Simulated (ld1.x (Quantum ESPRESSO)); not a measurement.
**Which change was made? (Ni, RRKJ)**

ld1.x (Quantum ESPRESSO) 7.5 input, shortened:

```
&input
   title='Ni', zed=28., rel=1, dft='PBE', iswitch=3,
   config='[Ar] 3d7 4s0 4p0'
 /
 &inputp
   pseudotype=2, tm=.false., rho0=0.001, lloc=0,
   nlcc=.true., new_core_ps=.true., rcore=0.40
 /
3
4P  2  1   0.00   0.00  1.65  1.65  0.0
3D  3  2   7.00   0.00  0.85  0.85  0.0
4S  1  0   0.00   0.00  1.65  1.65  0.0
 &test
   configts(1)='3d7 4s0 4p0'
 /
```

Cutoffs, loose and tight: the cutoffs (Ry, on a coarse ladder) from which the occupation-weighted sum of valence levels, in a spherical-Bessel basis at the reference potential, stays within 10 and 1 mRy of its value at 400 Ry. They do not see the model core or the augmentation charge, which bear on the density cutoff. Test errors are all-electron minus pseudo excitation energies from the reference, over the configurations 3d8 4s2 4p0; 3d8 4s1 4p0; 3d8 4s0 4p0; 3d8.5 4s1.5 4p0; 3d8 4s0 4p1; 3d7 4s2 4p1; 3d8 4s0 4p2; variants that change the core or the reference have their own tests.

The base gives: outcome: generated; cutoff, loose: 230 Ry; cutoff, tight: 300 Ry; bound ghosts: p; largest test error (meV): -797.

Task: After one change the result is: outcome: generated; cutoff, loose: 110 Ry; cutoff, tight: 160 Ry; bound ghosts: p; largest test error (meV): -720. Which change was it?
A. wave 3d (bound): rc 0.85 bohr becomes 3d (bound): rc 1.28 bohr
B. wave 3d (bound): rc 0.85 bohr becomes 3d (bound): rc 0.98 bohr
C. wave 3d (bound): rc 0.85 bohr becomes 3d (bound): rc 1.16 bohr

Result: A. The others give: wave 3d (bound): rc 0.85 bohr becomes 3d (bound): rc 0.98 bohr → outcome: generated; cutoff, loose: 180 Ry; cutoff, tight: 260 Ry; bound ghosts: p; largest test error (meV): -785 | wave 3d (bound): rc 0.85 bohr becomes 3d (bound): rc 1.16 bohr → outcome: generated; cutoff, loose: 140 Ry; cutoff, tight: 200 Ry; bound ghosts: p; largest test error (meV): -753.
